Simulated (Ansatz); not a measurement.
`[CH3][GeH]([Cl])[I]` + `O[SiH](F)[TeH]` → `C[Te][SiH](O)F` + `[Cl][GeH2][I]`  (substitution at a C–Ge bond)

Gas-phase electronic energies from Ansatz, PBE0-D4/def2-TZVP geometries. CCSD(T)/CBS adds triple-zeta CCSD(T) − MP2 to the extrapolated MP2 energy (def2 sets, frozen cores). Functionals use def2-TZVPP. B3LYP here is the variant with VWN-RPA as its local correlation; programs differ in this. def2 core potentials past Kr. For Ge, I, Te outer-core shells are correlated without core-valence functions, which leaves a few kJ/mol of doubt a bond. Scalar relativity is left out up to krypton. One conformer a species, not always the lowest.

```csv
level,ΔE (kJ/mol),difference from CCSD(T)/CBS
PBE-D4,43.4,-1.5
r2SCAN-D4,46.8,1.9
PBE0-D4,46.0,1.1
B3LYP-D4,44.0,-0.9
ωB97M-V,48.1,3.2
B2PLYP,45.9,1.0
PBE,43.6,-1.3
B3LYP,44.2,-0.7
MP2/def2-TZVPP,48.9,4.0
SCS-MP2/def2-TZVPP,46.3,1.4
CCSD/def2-TZVPP,49.5,4.6
CCSD(T)/def2-TZVPP,48.5,3.6
HF/def2-QZVPP,45.6,0.7
MP2/def2-QZVPP,46.2,1.3
HF/CBS(def2),45.3,0.4
CCSD/CBS(def2),45.9,1.0
CCSD(T)/CBS,44.9,0
```

Largest T1 diagnostic among the species: 0.012.
